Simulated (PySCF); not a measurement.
H3BN (SMILES B[NH]), doublet, geometry from GFN2-xTB; CCSD(T)/6-31G** in PySCF.

PySCF was given this input:
```python
from pyscf import gto, scf, cc

mol = gto.Mole()
mol.atom = '''
    B    -0.655879    0.141966    0.016625
    N     0.605028   -0.194095   -0.019526
    H    -1.525687   -0.651800   -0.026503
    H    -1.005560    1.273977    0.095596
    H     1.575445    0.026662   -0.015533
'''
mol.basis = '6-31g**'
mol.charge = 0
mol.spin = 1
mol.verbose = 4
mol.build()

mf = scf.UHF(mol)
mf.kernel()

mycc = cc.CCSD(mf)
mycc.kernel()
et = mycc.ccsd_t()
print('E(CCSD(T)) = %.10f' % (mycc.e_tot + et))
```

Output, abridged:

```
PySCF version 2.14.0

[INPUT] verbose = 4
[INPUT] num. atoms = 5
[INPUT] num. electrons = 15
[INPUT] charge = 0
[INPUT] spin (= nelec alpha-beta = 2S) = 1
[INPUT] symmetry False subgroup None
[INPUT] Mole.unit = angstrom
[INPUT] Symbol           X                Y                Z      unit          X                Y                Z       unit  Magmom
[INPUT]  1 B     -0.655879000000   0.141966000000   0.016625000000 AA   -1.239431680854   0.268276859000   0.031416696821 Bohr   0.0
[INPUT]  2 N      0.605028000000  -0.194095000000  -0.019526000000 AA    1.143337217693  -0.366786392147  -0.036898792308 Bohr   0.0
[INPUT]  3 H     -1.525687000000  -0.651800000000  -0.026503000000 AA   -2.883130581809  -1.231723487992  -0.050083411479 Bohr   0.0
[INPUT]  4 H     -1.005560000000   1.273977000000   0.095596000000 AA   -1.900233001818   2.407467618995   0.180650258604 Bohr   0.0
[INPUT]  5 H      1.575445000000   0.026662000000  -0.015533000000 AA    2.977159574315   0.050383877933  -0.029353115893 Bohr   0.0

nuclear repulsion = 27.5807672826033
number of shells = 21
number of NR pGTOs = 75
number of NR cGTOs = 43
basis = 6-31g**
ecp = {}

******** <class 'pyscf.scf.uhf.UHF'> ********
method = UHF
initial guess = minao
damping factor = 0
level_shift factor = 0
DIIS = <class 'pyscf.scf.diis.CDIIS'>
diis_start_cycle = 1
diis_space = 8
diis_damp = 0
SCF conv_tol = 1e-09
SCF conv_tol_grad = None
SCF max_cycles = 50
direct_scf = True
direct_scf_tol = 1e-13
number electrons alpha = 8  beta = 7
Set gradient conv threshold to 3.16228e-05
init E= -80.8637912600772

cycle= 1 E= -80.7812553471168  delta_E= 0.0825  |g|= 0.21  |ddm|= 1.31
cycle= 2 E= -80.8233211872697  delta_E= -0.0421  |g|= 0.108  |ddm|= 0.231
cycle= 3 E= -80.8342994526699  delta_E= -0.011  |g|= 0.0519  |ddm|= 0.13
cycle= 4 E= -80.8396859952365  delta_E= -0.00539  |g|= 0.0247  |ddm|= 0.0819
cycle= 5 E= -80.8414937130954  delta_E= -0.00181  |g|= 0.0099  |ddm|= 0.0611
cycle= 6 E= -80.8417616832549  delta_E= -0.000268  |g|= 0.00369  |ddm|= 0.0285
cycle= 7 E= -80.8417956841874  delta_E= -3.4e-05  |g|= 0.00136  |ddm|= 0.0117
cycle= 8 E= -80.8418008569994  delta_E= -5.17e-06  |g|= 0.00066  |ddm|= 0.00358
cycle= 9 E= -80.8418023123886  delta_E= -1.46e-06  |g|= 0.000263  |ddm|= 0.00218
cycle= 10 E= -80.8418025548318  delta_E= -2.42e-07  |g|= 0.000113  |ddm|= 0.000884
cycle= 11 E= -80.8418026005264  delta_E= -4.57e-08  |g|= 2.93e-05  |ddm|= 0.000487
cycle= 12 E= -80.8418026029457  delta_E= -2.42e-09  |g|= 6.74e-06  |ddm|= 0.000123
cycle= 13 E= -80.8418026030241  delta_E= -7.84e-11  |g|= 1.91e-06  |ddm|= 2.02e-05
Extra cycle  E= -80.8418026030279  delta_E= -3.81e-12  |g|= 9.04e-07  |ddm|= 2.69e-06
converged SCF energy = -80.8418026030279  <S^2> = 0.77110226  2S+1 = 2.0209921

******** <class 'pyscf.cc.uccsd.UCCSD'> ********
CC2 = 0
CCSD nocc = (np.int64(8), np.int64(7)), nmo = (43, 43)
max_cycle = 50
direct = 0
conv_tol = 1e-07
conv_tol_normt = 1e-06
diis_space = 6
diis_start_cycle = 0
diis_start_energy_diff = 1e+09
Init t2, MP2 energy = -0.229962373581381
Init E_corr(UCCSD) = -0.229962373582066
cycle = 1  E_corr(UCCSD) = -0.249539415772447  dE = -0.0195770422  norm(t1,t2) = 0.0704566
cycle = 2  E_corr(UCCSD) = -0.256473282285268  dE = -0.00693386651  norm(t1,t2) = 0.0290019
cycle = 3  E_corr(UCCSD) = -0.259951036857258  dE = -0.00347775457  norm(t1,t2) = 0.0215442
cycle = 4  E_corr(UCCSD) = -0.261796552972262  dE = -0.00184551612  norm(t1,t2) = 0.01079
cycle = 5  E_corr(UCCSD) = -0.26163994378212  dE = 0.00015660919  norm(t1,t2) = 0.00541931
cycle = 6  E_corr(UCCSD) = -0.261762786066999  dE = -0.000122842285  norm(t1,t2) = 0.00126527
cycle = 7  E_corr(UCCSD) = -0.261750988813578  dE = 1.17972534e-05  norm(t1,t2) = 0.000359967
cycle = 8  E_corr(UCCSD) = -0.261756386273673  dE = -5.39746009e-06  norm(t1,t2) = 0.000173866
cycle = 9  E_corr(UCCSD) = -0.261753069189288  dE = 3.31708439e-06  norm(t1,t2) = 7.62533e-05
cycle = 10  E_corr(UCCSD) = -0.26175386361166  dE = -7.94422373e-07  norm(t1,t2) = 3.66789e-05
cycle = 11  E_corr(UCCSD) = -0.261753278460441  dE = 5.85151219e-07  norm(t1,t2) = 1.02665e-05
cycle = 12  E_corr(UCCSD) = -0.261753225543279  dE = 5.29171622e-08  norm(t1,t2) = 3.84201e-06
cycle = 13  E_corr(UCCSD) = -0.261753260956842  dE = -3.54135625e-08  norm(t1,t2) = 1.55836e-06
cycle = 14  E_corr(UCCSD) = -0.261753280440147  dE = -1.94833055e-08  norm(t1,t2) = 6.68504e-07
UCCSD converged
E(UCCSD) = -81.10355588346802  E_corr = -0.2617532804401472
UCCSD(T) correction = -0.00680952052451879
E(CCSD(T)) = -81.1103654040
```
